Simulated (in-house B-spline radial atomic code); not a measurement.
Configurations of In²⁺, with energies counted from [Kr] 4d10 5s1. Computed with a radial B-spline atomic code at the basis-set limit: Dirac-Hartree-Fock, average of configuration, Fermi nucleus of rms radius 4.6156 fm. Energies include first-order Breit, QED and recoil terms.

Occupations are held fixed; configurations that lie above the ionisation limit could autoionise.

```
                                    configuration  E - E(ref) (eV)  highest orbital  its <r> (bohr)
                               [Kr] 4d10 (5d3/2)1           14.797            5d3/2           4.354
                                    [Kr] 4d10 8s1           22.106            8s1/2            13.7
                                    [Kr] 4d10 9s1           23.435            9s1/2           19.44
                               [Kr] 4d10 (8g7/2)1           24.678            8g7/2           28.65
[Ar] 3d10 4s2 (4p1/2)1 (4p3/2)4 4d10 5s1 (5f5/2)1           111.13            5f5/2           9.799
[Ar] 3d10 4s2 (4p1/2)1 (4p3/2)4 4d10 5s1 (8d3/2)1           113.07            8d3/2           18.49
[Ar] 3d10 4s2 (4p1/2)1 (4p3/2)4 4d10 5s1 (9p3/2)1           113.36            9p3/2           21.11
```

Question: Order these further configurations by energy, lowest first.
A. [Ar] (3d3/2)4 (3d5/2)5 4s2 4p6 4d10 5s1 (9f5/2)1
B. [Kr] (4d3/2)3 (4d5/2)6 5s2
C. [Kr] 4d10 (9f5/2)1
D. [Ar] 3d10 4s2 (4p1/2)2 (4p3/2)3 4d10 5s1 (7g7/2)1
E. [Ar] 3d10 4s2 (4p1/2)2 (4p3/2)3 4d10 5s1 (6g9/2)1

Answer: B (15.609 eV), C (25.052 eV), E (106.18 eV), D (107.09 eV), A (469.45 eV).

Question: How far above the reference does [Ar] (3d3/2)4 (3d5/2)5 4s2 4p6 4d10 5s1 (5g9/2)1 lie?

Answer: 466.1 eV; its least bound orbital is 5g9/2 with <r> = 9.152 bohr.

Question: How far above the reference does [Ar] 3d10 4s2 (4p1/2)1 (4p3/2)4 4d10 5s1 (7f7/2)1 lie?

Answer: 113.63 eV; its least bound orbital is 7f7/2 with <r> = 21.37 bohr.
